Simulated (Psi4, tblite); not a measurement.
Approach curve of the dimer N2 ··· H3N (SMILES N#N and N), singlet. Monomers: optimised at B3LYP-D3(BJ) (def2-TZVP), held rigid. Orientation: lowest of the rigid-body minima from ten starts at GFN2-xTB (searched outside a hard wall at short contacts). Only R, the distance of the centres of mass, is varied, so the lowest point isn't the relaxed dimer. The shortest distances reach bonding range, where SAPT0 and rigid monomers are unreliable. The table gives interaction energies.

```
R / Å      A      B      C
-----  -----  -----  -----
2.09   62.25  48.39  17.04
2.34   30.79  23.19   2.35
2.54   16.59  12.19  -0.94
2.72    9.13   6.50  -1.45
2.96    3.82   2.51  -1.16
3.13    1.91   1.11  -0.91
3.39    0.49   0.10  -0.65
3.75   -0.12  -0.27  -0.44
4.20   -0.21  -0.26  -0.28
4.93   -0.12  -0.11  -0.12
5.92   -0.04  -0.02  -0.04
7.25   -0.01  -0.01  -0.01
```

Energies in kcal/mol.

Task: Which curve belongs to which method? The methods are DF-CCSD/aug-cc-pVDZ, frozen core, counterpoise-corrected run with Psi4 1.11; GFN2-xTB in tblite; PBE/def2-TZVP, counterpoise-corrected (Psi4 1.11).

Result: A is CCSD/aug-cc-pVDZ; B is PBE/def2-TZVP; C is GFN2-xTB.
